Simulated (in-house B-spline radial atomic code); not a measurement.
Hf III (Hf2+): [Xe] 4f14 5d2

Computed with a B-spline radial code for spherical atoms: Dirac-Kohn-Sham CAM-B3LYP, spherical fractional occupations, Fermi nucleus of rms radius 5.347 fm.

Z_r = [3n² - l(l+1)]/(2<r>); Z_e = n√(-2ε); the last column is Slater's effective charge. Values are occupation-weighted means over j. An effective charge above Z reflects the relativistic contraction of the inner shells.

```json
{"shell": "1s", "electrons": "2", "ε (eV)": "-65311", "<r> (bohr)": "0.01899", "Z_r": "78.99", "Z_e": "69.28", "Slater": "71.70"}
{"shell": "2s", "electrons": "2", "ε (eV)": "-11204", "<r> (bohr)": "0.07976", "Z_r": "75.22", "Z_e": "57.39", "Slater": "67.85"}
{"shell": "2p", "electrons": "6", "ε (eV)": "-9904.3", "<r> (bohr)": "0.07128", "Z_r": "70.15", "Z_e": "53.96", "Slater": "67.85"}
{"shell": "3s", "electrons": "2", "ε (eV)": "-2577.8", "<r> (bohr)": "0.2081", "Z_r": "64.88", "Z_e": "41.29", "Slater": "60.75"}
{"shell": "3p", "electrons": "6", "ε (eV)": "-2182.7", "<r> (bohr)": "0.2076", "Z_r": "60.21", "Z_e": "38.00", "Slater": "60.75"}
{"shell": "3d", "electrons": "10", "ε (eV)": "-1684.5", "<r> (bohr)": "0.189", "Z_r": "55.56", "Z_e": "33.38", "Slater": "50.85"}
{"shell": "4s", "electrons": "2", "ε (eV)": "-539.27", "<r> (bohr)": "0.4683", "Z_r": "51.25", "Z_e": "25.18", "Slater": "44.25"}
{"shell": "4p", "electrons": "6", "ε (eV)": "-407.93", "<r> (bohr)": "0.4966", "Z_r": "46.32", "Z_e": "21.90", "Slater": "44.25"}
{"shell": "4d", "electrons": "10", "ε (eV)": "-230.2", "<r> (bohr)": "0.5358", "Z_r": "39.20", "Z_e": "16.45", "Slater": "32.85"}
{"shell": "5s", "electrons": "2", "ε (eV)": "-87.452", "<r> (bohr)": "1.14", "Z_r": "32.89", "Z_e": "12.68", "Slater": "14.35"}
{"shell": "5p", "electrons": "6", "ε (eV)": "-55.229", "<r> (bohr)": "1.337", "Z_r": "27.30", "Z_e": "10.07", "Slater": "14.35"}
{"shell": "4f", "electrons": "14", "ε (eV)": "-37.305", "<r> (bohr)": "0.6733", "Z_r": "26.74", "Z_e": "6.62", "Slater": "21.45"}
{"shell": "5d", "electrons": "2", "ε (eV)": "-15.376", "<r> (bohr)": "2.19", "Z_r": "15.75", "Z_e": "5.32", "Slater": "3.65"}
```

The least bound orbital is 5d5/2 at -15.18 eV, and it is also the most diffuse (<r> = 2.217 bohr).

Spin-orbit splittings of the orbital energies (j = l + 1/2 above j = l - 1/2 when positive): 2p 1193 eV, 3p 256.4 eV, 3d 55.82 eV, 4p 58.83 eV, 4d 10.82 eV, 5p 7.967 eV, 4f 1.791 eV, 5d 0.4891 eV.

For the 1s electron the small component carries 7.33 % of the norm, the zero-frequency Breit interaction raises the level by 222.2 eV, self-energy by 137.7 eV, and vacuum polarisation lowers it by 25.28 eV.

Caution: exact exchange at fractional occupations of open shells leaves self-interaction of up to several eV.
